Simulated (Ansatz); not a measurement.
The same ligand exchange along the group Al, Ga, In.

Gas-phase electronic energies from Ansatz, PBE0-D4/def2-TZVP geometries. CCSD(T)/CBS adds triple-zeta CCSD(T) − MP2 to the extrapolated MP2 energy (def2 sets, frozen cores). This one scheme is used for every species. DFT in def2-TZVPP. Elements past krypton have def2 core potentials. For Ga, In outer-core shells are correlated without core-valence functions, which leaves a few kJ/mol of doubt a bond. Scalar relativity is left out up to krypton.

```tsv
reaction	RPA@PBE/def2-TZVPP (kJ/mol)	CCSD/CBS(def2) (kJ/mol)
`C#[C][Al]([F])[Cl]` + H–F → `C#[C][Al]([F])[F]` + HCl	-27	-22
`C#[C][Ga]([F])[Cl]` + H–F → `C#[C][Ga]([F])[F]` + HCl	27	36
`C#[C][In]([F])[Cl]` + H–F → `C#[C][In]([F])[F]` + HCl	55	62
```

Give the CCSD(T)/CBS values in the same order. (Best estimate.)

Computed: -21, 37, 62 kJ/mol.

Largest T1 diagnostic: 0.017, for `C#[C][In]([F])[F]`.
